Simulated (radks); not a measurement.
Problem. These are the eigenvalues of the occupied orbitals of an atom or ion with whole-number occupations (eV). Method: scalar-relativistic Kohn-Sham, PBEsol, spin-polarised, spherical densities, finite nucleus; Fermi nuclear charge, rms radius of each element as measured or else 0.836 A^(1/3) + 0.57 fm; computed with a radial shooting solver on a logarithmic mesh with Libxc functionals.

| orbital | eigenvalue |
|---|---|
| 1s up | -72471.73 |
| 1s down | -72471.36 |
| 2s up | -14955.09 |
| 2s down | -14936.06 |
| 2p up | -13465.75 |
| 2p down | -13450.50 |
| 3s up | -5455.294 |
| 3s down | -5434.291 |
| 3p up | -5012.072 |
| 3p down | -4990.827 |
| 3d up | -4554.132 |
| 3d down | -4527.480 |

Which element is it, and in what charge state? The configuration may be excited. Open shells, if any, are filled with parallel spins first.

Solution. Z = 74, tungsten, charge +50: W50+ in [Ar] 3d6. The list shows which subshells hold electrons but not how many an open one holds; the 1s level, -2663.3 hartree, gives Z - s = 73.0 by -(Z - s)^2/2, which with screening and relativity narrows Z to a few neighbours, and the depths of the outer levels then fix element, charge and occupations together.
